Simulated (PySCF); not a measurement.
CH2I, SMILES [CH2]I, multiplicity 2. Geometry optimised at PBE-D3(BJ)/def2-TZVP. The isomer is the one that the SMILES or the coordinates give; other isomers of the formula were not compared. The def2 effective core potentials stand for the cores of I; spin–orbit coupling is left out.

Method: PBE-D3(BJ)/def2-TZVP (PySCF).

Harmonic wavenumbers (cm⁻¹): 190, 621, 827, 1309, 3105, 3256. Rotational constants (GHz): 273.9, 8.875, 8.596; symmetry number 2.

Problem. Work out the zero-point energy and the ideal-gas rigid-rotor harmonic-oscillator thermochemistry at 298.15 K and 1 atm.

Solution. ZPE = ½ Σ hcν = ½ × 9308 cm⁻¹ = 55.67 kJ/mol. H − E(el) = 67.71 kJ/mol. Entropy in J/(mol K): translation 170.46, rotation 79.05, vibration 11.94, spin 5.76, total 267.21. G − E(el) = -11.96 kJ/mol. Cp = 48.29 J/(mol K).
